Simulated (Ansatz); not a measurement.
A structure relaxed at PBE0-D4/def2-TZVP, charge 0, multiplicity 1:

Cartesian coordinates in Å:
```
C 1.123 0.190 -0.396
Si -0.585 -0.452 -0.129
F -1.486 0.022 -1.354
Cl -0.606 -2.494 -0.109
Se -1.538 0.172 1.823
H 1.504 -0.156 -1.359
H 1.122 1.283 -0.395
H 1.787 -0.159 0.396
H -1.321 1.595 1.523
```

**Question.** Give its formula and SMILES.

**Answer.** CH4ClFSeSi, `C[Si](F)(Cl)[SeH]`.

**Question.** Summarise the bond lengths by kind.

**Answer.** 1 × C–Si 1.844 Å; 3 × C–H 1.091 to 1.093 Å; 1 × F–Si 1.593 Å; 1 × Cl–Si 2.043 Å; 1 × Se–Si 2.260 Å; 1 × H–Se 1.471 Å.

Program: Ansatz 0.2.0.
